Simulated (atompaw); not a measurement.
# phosphorus PAW (atompaw): all-electron and pseudo phase curves

```
Element                 : phosphorus
Generator               : atompaw 4.2.0.5
Type                    : PAW
Functional              : PBEsol
Relativity              : scalar-relativistic
Frozen core             : [He]
Valence charge          : 13
Reference configuration : 2s2 2p6 3s1.75 3p3.25
Partial waves           : 2s (bound): rc 0.70 bohr; 3s (bound): rc 0.80 bohr; 2p (bound): rc 0.55 bohr; 3p (bound): rc 0.80 bohr
Local potential         : bessel scheme, radius 0.60 bohr
Core correction         : smooth core density matched at 0.75 bohr
Augmentation charge     : sinc compensation charge, radius 0.70 bohr; PAW radius 0.80 bohr; waves and projectors: custom rrkj vanderbiltortho
```

The phase is arctan(r·u′/u) with u = r·R(r), unwrapped; energies in Ry, scanned from -15 to 5 Ry. A pole is an energy at which the radial function vanishes at the test radius. The pseudo phase is shifted by a multiple of π to meet the all-electron one at the reference energy, and phase errors are pseudo minus all-electron; the curves can meet again beyond the range given. Levels narrower than the energy grid can be missing from the lists of poles.

| channel | radius (bohr) | reference energy (Ry) | poles, all-electron | poles, pseudo | unbroken range about the reference energy with phases within 0.05 rad | phase error 1 Ry above the reference energy (rad) |
| --- | --- | --- | --- | --- | --- | --- |
| s | 0.81 | -1.04 | -8.31 | -8.31 | the whole range | -0.000 |
| p | 0.81 | -0.41 | -5.79 | -5.78 | the whole range | +0.000 |

Phases in the s channel:

| E (Ry) | all-electron | pseudo |
| --- | --- | --- |
| -15.00 | -0.163 | -0.163 |
| -14.52 | -0.434 | -0.435 |
| -14.04 | -0.679 | -0.680 |
| -13.56 | -0.879 | -0.879 |
| -13.08 | -1.034 | -1.034 |
| -12.60 | -1.152 | -1.152 |
| -12.12 | -1.244 | -1.244 |
| -11.64 | -1.316 | -1.316 |
| -11.16 | -1.374 | -1.374 |
| -10.68 | -1.422 | -1.422 |
| -10.20 | -1.462 | -1.462 |
| -9.72 | -1.495 | -1.495 |
| -9.24 | -1.524 | -1.524 |
| -8.76 | -1.550 | -1.550 |
| -8.28 | -1.572 | -1.572 |
| -7.80 | -1.592 | -1.592 |
| -7.32 | -1.610 | -1.610 |
| -6.84 | -1.627 | -1.627 |
| -6.36 | -1.642 | -1.642 |
| -5.88 | -1.656 | -1.656 |
| -5.40 | -1.670 | -1.670 |
| -4.92 | -1.682 | -1.682 |
| -4.44 | -1.694 | -1.694 |
| -3.96 | -1.706 | -1.706 |
| -3.48 | -1.717 | -1.717 |
| -3.00 | -1.727 | -1.727 |
| -2.52 | -1.738 | -1.738 |
| -2.04 | -1.748 | -1.748 |
| -1.56 | -1.758 | -1.758 |
| -1.08 | -1.768 | -1.768 |
| -0.60 | -1.778 | -1.778 |
| -0.12 | -1.788 | -1.788 |
| 0.36 | -1.798 | -1.798 |
| 0.84 | -1.808 | -1.808 |
| 1.32 | -1.818 | -1.818 |
| 1.80 | -1.828 | -1.828 |
| 2.28 | -1.839 | -1.839 |
| 2.76 | -1.849 | -1.850 |
| 3.24 | -1.861 | -1.861 |
| 3.72 | -1.872 | -1.872 |
| 4.20 | -1.884 | -1.884 |
| 4.68 | -1.896 | -1.897 |
